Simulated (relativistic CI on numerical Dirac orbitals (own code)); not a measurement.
# Transition arrays of Ga X

Computed by Dirac-Coulomb-Breit CI, separate exchange-only KLI orbitals for each configuration, model QED, valence Slater integrals scaled by 0.9, whole transition arrays (own radial code, finite nucleus).

Configuration list (outside the closed core [Ne] 3s2): 3p⁶3d⁴, 3p⁶3d³4f, 3p⁵3d⁵, 3p⁶3d³4p, 3p⁶3d³5f. Levels of other configurations are missing.

All E1 lines from the levels of 3p⁶3d⁴; mean and standard deviation are weighted by gf, and upper levels are sorted by their leading configuration.

```tsv
Upper configuration	Lines	Σgf	Mean (eV)	Mean (nm)	σ (eV)	Strongest line (nm)
3p⁶3d³4f	2825	408.2	154.72	8.013	3.09	7.963
3p⁵3d⁵	3123	279.9	96.71	12.820	7.10	12.475
3p⁶3d³4p	1840	136.6	104.39	11.877	3.35	11.820
3p⁶3d³5f	2825	224.7	185.65	6.678	3.35	6.640
```

Σgf per state of the lower configuration in bins of 0.2 nm over the central range (centre: value): 6.5: 0.21, 6.7: 0.69, 6.9: 0.15, 7.1: 0.01, 7.7: 0.09, 7.9: 1.01, 8.1: 0.59, 8.3: 0.20, 8.5: 0.04, 11.3: 0.09, 11.5: 0.15, 11.7: 0.14, 11.9: 0.24, 12.1: 0.30, 12.3: 0.09, 12.5: 0.16, 12.7: 0.17, 12.9: 0.12, 13.1: 0.08, 13.3: 0.06, 13.5: 0.04, 13.7: 0.12, 13.9: 0.04, 14.1: 0.05.

Task: How do configuration mixing and the scaling of the Slater integrals move the arrays?

Result: Slater scale 0.9, no configuration mixing: 3p⁶3d³4f 154.6 ± 3.0 eV (Σgf 368.8), 3p⁵3d⁵ 99.4 ± 7.5 eV (Σgf 427.7), 3p⁶3d³4p 106.3 ± 2.8 eV (Σgf 52.6), 3p⁶3d³5f 185.6 ± 3.3 eV (Σgf 159.8); Slater scale 1: 3p⁶3d³4f 155.0 ± 3.4 eV (Σgf 416.5), 3p⁵3d⁵ 98.4 ± 7.9 eV (Σgf 299.8), 3p⁶3d³4p 105.6 ± 3.8 eV (Σgf 113.2), 3p⁶3d³5f 185.8 ± 3.7 eV (Σgf 230.2); Slater scale 0.8: 3p⁶3d³4f 154.5 ± 2.7 eV (Σgf 400.1), 3p⁵3d⁵ 96.1 ± 6.4 eV (Σgf 307.9), 3p⁶3d³4p 103.5 ± 3.1 eV (Σgf 111.4), 3p⁶3d³5f 185.5 ± 3.0 eV (Σgf 219.5). With mixing, levels are counted to their leading configuration, so an array can shrink or vanish into another, and the sums then hold other lines.
